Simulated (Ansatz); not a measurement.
A run on `[CH3][SbH][OH]` with other settings.

```yaml
crystal:
  periodic: [false, false, false]
  atoms:
    - {symbol: C, position_ang: [-0.716805, 0.886101, -0.309704]}
    - {symbol: Sb, position_ang: [0.912691, 0.033580, 0.788791]}
    - {symbol: O, position_ang: [0.358003, -1.819492, 0.378431]}
    - {symbol: H, position_ang: [-0.464659, 1.899552, -0.625771]}
    - {symbol: H, position_ang: [-1.607583, 0.913152, 0.317005]}
    - {symbol: H, position_ang: [-0.899574, 0.262285, -1.184370]}
    - {symbol: H, position_ang: [1.984782, 0.160598, -0.549638]}
    - {symbol: H, position_ang: [0.525446, -2.392976, 1.129559]}
basis:
  gaussian: {orbitals: ANO-RCC-VTZP}
hamiltonian: {xc: {name: wB97}, pseudopotentials: {relativity: none}}
output: {forces: true}
```

```sh
$ ansatz run in.yaml --threads 2 --pin off --events-out ev --progress --plain --max-ram 4352MiB
```

Shortened log:

```
Functional definition: wB97
1372 factors; their error is unknown
447 factors; integrals over basis functions are off by at most 3.5e-5 eV
mean field evaluation 1: about -169827.4272 eV, gradient 5.6e1 eV
mean field evaluation 2: about -169825.8085 eV, gradient 6.6e1 eV
mean field evaluation 4: about -169833.1192 eV, gradient 2.3e0 eV
mean field evaluation 8: about -169833.1362 eV, gradient 4.1e-2 eV
mean field evaluation 16: about -169833.1112 eV, gradient 2.6e-4 eV
mean field -169833.11117814 eV, -6241.2517187792 hartree, gradient 3.6e-5 eV, S^2 0.000000; 0 other end points of the search recorded, 0 dependent functions left out
reference -169833.11115807 eV, -6241.2517180419 hartree; 35, 35 occupied and 163, 163 virtual orbitals, 1372 factors
WARN: the results are in doubt because the basis set is contracted for relativity, which is off
Total energy: -169833.11115807 eV, -6241.2517180419 hartree
Atom 0 at    -0.716805     0.886101    -0.309704 Å, force     2.703808    -0.788167     1.899127 eV/Å
Atom 1 at     0.912691     0.033580     0.788791 Å, force    -3.294721     0.323808    -4.902999 eV/Å
Atom 2 at     0.358003    -1.819492     0.378431 Å, force     2.609832     0.416153     3.544412 eV/Å
Atom 3 at    -0.464659     1.899552    -0.625771 Å, force     0.312873    -0.324980     0.249150 eV/Å
Atom 4 at    -1.607583     0.913152     0.317005 Å, force     0.400837    -0.178377     0.121652 eV/Å
Atom 5 at    -0.899574     0.262285    -1.184370 Å, force     0.220529    -0.037107     0.115278 eV/Å
Atom 6 at     1.984782     0.160598    -0.549638 Å, force    -1.667428    -0.292031     1.512651 eV/Å
Atom 7 at     0.525446    -2.392976     1.129559 Å, force    -1.285731     0.880700    -2.539271 eV/Å
Dipole moment:    -0.052940     0.143529     0.037879 e Å
In doubt: the basis set is contracted for relativity, which is off
```

It took 21 s on 2 threads of an Arm Neoverse V2 on a shared host, with 0.55 GiB of host memory at the peak.
